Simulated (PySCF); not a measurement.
From one molecule to another.

First species: C7H7FOS.
SMILES: `CCc1ccsc1C(=O)F`

Second species: C3H7N.
SMILES: `C1CNC1`

Levels: PBE0/pcSseg-1 for dipole moment, HOMO energy, LUMO energy and HOMO–LUMO gap; GFN2-xTB for rotational constant A and rotational constant C. Geometries: GFN2-xTB. Each species is one conformer at its optimised geometry, gas phase, non-relativistic unless stated; the electronic structure was computed with PySCF and density fitting.

The conformers computed, where there is a choice (atom-mapped SMILES and torsion angles):
- `[CH3:1][CH2:2][c:3]1[cH:4][cH:5][s:6][c:7]1[C:8](=[O:9])[F:10]`: C1–C2–C3–C4 -95°, S6–C7–C8–O9 178°

Values for the first species:

* Dipole moment: 4.27 D
* HOMO energy: -7.58 eV
* LUMO energy: -2.06 eV
* HOMO–LUMO gap: 5.52 eV
* Rotational constant A: 1.342 GHz
* Rotational constant C: 0.691 GHz

(1) Estimate the same properties for the second species, and the change in each.

Results:

(1) 
```
             property      first      second  second less first
        dipole moment     4.27 D      1.34 D            -2.93 D
          HOMO energy   -7.58 eV    -6.24 eV           +1.34 eV
          LUMO energy   -2.06 eV     1.43 eV           +3.49 eV
        HOMO–LUMO gap    5.52 eV     7.67 eV           +2.15 eV
rotational constant A  1.342 GHz  11.639 GHz        +10.297 GHz
rotational constant C  0.691 GHz   6.653 GHz         +5.962 GHz
```

On the first: A dipole of 4.27 D is allowed in C1, and pure rotational transitions are dipole-allowed. The dipole equals about 14.2 × 10⁻³⁰ C·m (1 D = 3.33564 × 10⁻³⁰ C·m).

On the second: The dipole equals about 4.5 × 10⁻³⁰ C·m (1 D = 3.33564 × 10⁻³⁰ C·m).
